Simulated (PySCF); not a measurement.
**Heteronuclear NMR**

Molfile (atoms numbered from 1):
```
C5H9NOSi
     RDKit          3D

 17 17  0  0  0  0  0  0  0  0999 V2000
    2.2377    0.5713    0.1866 C   0  0  0  0  0  0  0  0  0  0  0  0
    1.3325   -0.1605   -0.6090 O   0  0  0  0  0  0  0  0  0  0  0  0
    0.4634   -0.9457    0.1285 C   0  0  2  0  0  0  0  0  0  0  0  0
   -0.7902   -1.3953   -0.5252 C   0  0  0  0  0  0  0  0  0  0  0  0
   -0.8673   -0.3548    0.5777 C   0  0  2  0  0  0  0  0  0  0  0  0
   -1.3104    1.4291    0.0988 Si  0  0  0  0  0  4  0  0  0  0  0  0
   -1.3467   -0.7825    1.8348 C   0  0  0  0  0  0  0  0  0  0  0  0
   -1.7270   -1.1044    2.8679 N   0  0  0  0  0  0  0  0  0  0  0  0
    1.7104    1.2514    0.8650 H   0  0  0  0  0  0  0  0  0  0  0  0
    2.8724   -0.1000    0.7763 H   0  0  0  0  0  0  0  0  0  0  0  0
    2.8545    1.1468   -0.5001 H   0  0  0  0  0  0  0  0  0  0  0  0
    0.9594   -1.6253    0.8230 H   0  0  0  0  0  0  0  0  0  0  0  0
   -0.9691   -1.0508   -1.5320 H   0  0  0  0  0  0  0  0  0  0  0  0
   -1.1489   -2.3940   -0.3211 H   0  0  0  0  0  0  0  0  0  0  0  0
   -0.9957    2.2840    1.2451 H   0  0  0  0  0  0  0  0  0  0  0  0
   -0.5384    1.7997   -1.0816 H   0  0  0  0  0  0  0  0  0  0  0  0
   -2.7434    1.4430   -0.1952 H   0  0  0  0  0  0  0  0  0  0  0  0
  1  2  1  0
  2  3  1  0
  3  4  1  0
  4  5  1  0
  5  6  1  0
  5  7  1  1
  7  8  3  0
  5  3  1  0
  1  9  1  0
  1 10  1  0
  1 11  1  0
  3 12  1  1
  4 13  1  0
  4 14  1  0
  6 15  1  0
  6 16  1  0
  6 17  1  0
M  END
```

PySCF 2.14.0 with density-fitted response routines calculation with coordinates at the GFN2-xTB level and GIAO PBE0/pcSseg-1 shieldings; gas phase, equivalent nuclei averaged, no relativistic terms, a single conformation.

(1) What are the 29Si shifts?

(2) Predict the 15N NMR data.

(3) Where does 17O resonate?

## Answers

(1) 
```tsv
atoms	environment	σ (ppm)	δ (ppm)
Si6	silicon bonded to C, 3 H	416.9	-62.7
```

Shieldings were converted by a linear fit to measured shifts: 29Si (scatter 8.9 ppm rms, 25.8 ppm with the 6 outliers that the fit left out vs TMS, solution or neat liquid). A few per cent of atoms miss by over 2 rms, more outside the fitted compound classes.

On a 300 MHz spectrometer 29Si resonates near 59.6 MHz, so 1 ppm is 59.6 Hz.

(2) 
```
atoms       environment  σ (ppm)  δ (ppm)
   N8  nitrile nitrogen    -18.6   -130.9
```

Shieldings were converted by a linear fit to measured shifts: 15N (scatter 6.3 ppm rms vs CH3NO2, solution or neat liquid). Occasional misses reach two or three times the rms, and more in compound classes unlike the fitted ones.

On a 400 MHz spectrometer 15N resonates near 40.5 MHz, so 1 ppm is 40.5 Hz.

(3) 
```
atoms   environment  σ (ppm)  δ (ppm)
   O2  ether oxygen    290.5      2.1
```

Shieldings were converted by a linear fit to measured shifts: 17O (scatter 10.7 ppm rms, 12.2 ppm with the 3 outliers that the fit left out vs liquid water, solution or neat liquid). A few per cent of atoms miss by over 2 rms, more outside the fitted compound classes.

On a 500 MHz spectrometer 17O resonates near 67.8 MHz, so 1 ppm is 67.8 Hz.
